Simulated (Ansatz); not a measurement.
CH3AlFIO, relaxed with RKS PBE-D4/def2-SVP in Ansatz from a rough embedded geometry. The force threshold is 0.03 eV/Å; the program also tests the step.

The species carries charge 0 and has multiplicity 1. I takes the def2 core potential. The bonds changed during the relaxation, so this is another structure than the one it started from.

Start:

```xyz
8

O     0.634    0.123   -1.513
C    -0.389   -0.112   -0.590
F    -0.803   -1.403   -0.705
Al    0.271    0.145    1.238
I    -2.082    1.146   -0.929
H     1.281   -0.532   -1.474
H    -0.438    1.267    2.185
H     1.526   -0.634    1.788
```

| step | energy (eV) | largest force (eV/Å) | largest move (Å) |
| --- | --- | --- | --- |
| 1 | -20529.6104 | 2.656 | 0.000 |
| 2 | -20529.8712 | 0.765 | 0.160 |
| 3 | -20529.9100 | 0.567 | 0.096 |
| 4 | -20529.9201 | 0.365 | 0.031 |
| 5 | -20529.9266 | 0.144 | 0.039 |
| 6 | -20529.9305 | 0.227 | 0.043 |
| 7 | -20529.9447 | 0.184 | 0.118 |
| 8 | -20529.9723 | 0.273 | 0.172 |
| 9 | -20529.9860 | 1.783 | 0.195 |
| 10 | -20530.0595 | 1.400 | 0.193 |
| 11 | -20530.0779 | 1.331 | 0.200 |
| 12 | -20530.1556 | 0.672 | 0.170 |
| 13 | -20530.1981 | 0.616 | 0.200 |
| 14 | -20530.2401 | 0.416 | 0.200 |
| 15 | -20530.2870 | 0.334 | 0.198 |
| 16 | -20530.3708 | 0.432 | 0.195 |
| 17 | -20530.5003 | 0.693 | 0.195 |
| 18 | -20530.6828 | 0.818 | 0.190 |
| 19 | -20530.8866 | 0.884 | 0.195 |
| 20 | -20531.0779 | 0.585 | 0.193 |
| 21 | -20531.1386 | 0.645 | 0.195 |
| 22 | -20531.1492 | 0.475 | 0.042 |
| 23 | -20531.1582 | 0.266 | 0.084 |
| 24 (rejected) | -20531.1481 | 0.684 | 0.065 |
| 25 | -20531.1610 | 0.018 | 0.020 |

End:

```xyz
8

O     0.812    0.411   -1.520
C     0.365   -0.343   -0.563
F     0.178   -1.588   -0.971
Al   -0.165    0.307    1.338
I    -2.495    0.519    0.189
H     0.828   -0.072   -2.385
H     0.542    1.717    1.592
H    -0.065   -0.950    2.321
```

It took 33 s on 4 threads of an Arm Neoverse V1 on a shared host, with 0.19 GiB of host memory at the peak.
